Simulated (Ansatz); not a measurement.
`ClC[SiH]1CC1` + HCl → `Cl[SiH]1CC1` + `CCl` at 400 K and 1 bar (ligand exchange at the Si–C bond).

Computed with Ansatz on PBE0-D4/def2-TZVP structures; ΔE is electronic, products minus reactants. CBS: MP2 limit from def2 TZ/QZ plus the TZ coupled-cluster correction, frozen cores. This one scheme is used for every species. One conformer a species, not always the lowest.

```csv
species,CCSD(T)/CBS energy (Eh),H − E (kJ/mol),S (J/(mol·K))
`ClC[SiH]1CC1`,-867.19350,270.2,380.7
HCl,-460.38127,29.6,195.4
`Cl[SiH]1CC1`,-827.98104,192.4,333.5
`CCl`,-499.63220,114.2,247.0
```

H − E and S are ideal-gas, rigid-rotor, harmonic terms from PBE0-D4/def2-TZVP, for one conformer and one mirror image of each species. 1 Eh = 2625.50 kJ/mol, R = 8.31446 J/(mol·K).

Task: By hand: ΔE, ΔH, ΔS and ΔG.

Result: ΔE = (-827.98104) + (-499.63220) − (-867.19350) − (-460.38127) = -0.03847 Eh = -101.0 kJ/mol. Δ(H − E) = 192.4 + 114.2 − 270.2 − 29.6 = 6.8, so ΔH = -94.2 kJ/mol. ΔS = 333.5 + 247.0 − 380.7 − 195.4 = 4.4 J/(mol·K). ΔG = -94.2 − 400 × (4.4)/1000 = -96.0 kJ/mol.

Task: By hand: the equilibrium constant, and the temperature at which ΔG would vanish if ΔH and ΔS stayed fixed.

Result: log₁₀ K = −ΔG/(RT ln 10) = 12.5. ΔH and −TΔS have one sign here, so there is no such temperature. One of them is within its doubt of zero, so this could turn.

The number of gas molecules stays the same, so ΔS is small and ΔH decides. A doubt of 5 kJ/mol in ΔE shifts log₁₀ K by 0.7 here. Other conformers and mirror images would add mixing entropy, several J/(mol·K) or more a flexible species. These are equilibria of isolated gas molecules and say nothing of rates. Largest T1 diagnostic: 0.010 (customary marks: 0.02 for closed shells, 0.045 for open ones).
